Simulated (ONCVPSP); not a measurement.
# Before and after: ONCV potential for Ba (Z = 56)

```json
{"Element": "Ba (Z = 56)", "Generator": "ONCVPSP 4.0.1", "Type": "optimised norm-conserving Vanderbilt (ONCV)", "Functional": "LDA (Perdew-Wang 92)", "Relativity": "scalar-relativistic", "Frozen core": "[Xe]", "Valence charge": "2", "Reference configuration": "6s1.5 6p0.5", "Partial waves": "6s: rc 3.70 bohr, ncon 3, nbas 7, qcut 1.7 1/bohr, local; 6p: rc 3.70 bohr, ncon 3, nbas 8, qcut 2.1 1/bohr, 2 projectors, debl 3.3 Ha; d scattering state at 0.08 Ha: rc 3.75 bohr, ncon 4, nbas 7, qcut 2.3 1/bohr, 2 projectors, debl 3.3 Ha", "Local potential": "the s channel", "Core correction": "Teter function, fcfact 5, rcfact 1.6"}
```

In the d channel the program set the typed energies aside and used -0.094, 3.206 Ha.

Change: p: rc 4.3.

Cutoffs: the cutoffs (Ha) at which the residual kinetic energy of the hardest occupied pseudo-wave falls to 1 and 0.1 mHa per electron; they do not see the model core or the augmentation charge, which bear on the density cutoff. Errors are all-electron minus pseudo energies relative to the spin-unpolarised reference configuration.

Task: How do hardness, ghosts and transferability respond?

Result: The potential gets softer (1.3 Ha and 9.0 Ha → 1.3 Ha and 2.4 Ha); of the 4 tests that both files solve, the error grows in 0 and shrinks in 1 by more than 15 % and 0.3 meV (median size 5.7 → 5.6 meV); neither file shows a bound ghost. A larger radius leaves more room for a smooth pseudo-wave, so fewer plane waves are needed.

```tsv
quantity	base	changed
cutoff, loose	1.3 Ha	1.3 Ha
cutoff, tight	9.0 Ha	2.4 Ha
loose cutoff by channel	s 1.3 Ha, p 0.7 Ha	s 1.3 Ha, p 0.7 Ha
bound ghosts	none	none
GHOST(+) flags under 300 eV	none	none
error for 6s2 6p0, meV [ΔE -1.05 eV]	-2.7	-2.8
error for 6s1 6p0, meV [ΔE 4.49 eV]	-47	-46
error for 6s1.5 6p0, meV [ΔE 1.16 eV]	-8.7	-8.3
error for 5d0.5 6s1.5 6p0, meV [ΔE -0.40 eV]	+1.9	+1.2
s: phases at 3.76 bohr within 0.05 rad from the reference energy up to (Ha; the scan ends near 5)	0.6	0.6
d: phases at 3.81 bohr within 0.05 rad from the reference energy up to (Ha; the scan ends near 5)	0.1	0.1
rms error of d²Exc/dni dnj with the model core, mHa	2.85	2.81
```

Base: The cutoffs count occupied waves only; projector 2 of the p channel, the hardest unoccupied one, needs 21 Ha at the loose tolerance. Changed file: The cutoffs count occupied waves only; projector 2 of the p channel, the hardest unoccupied one, needs 21 Ha at the loose tolerance.
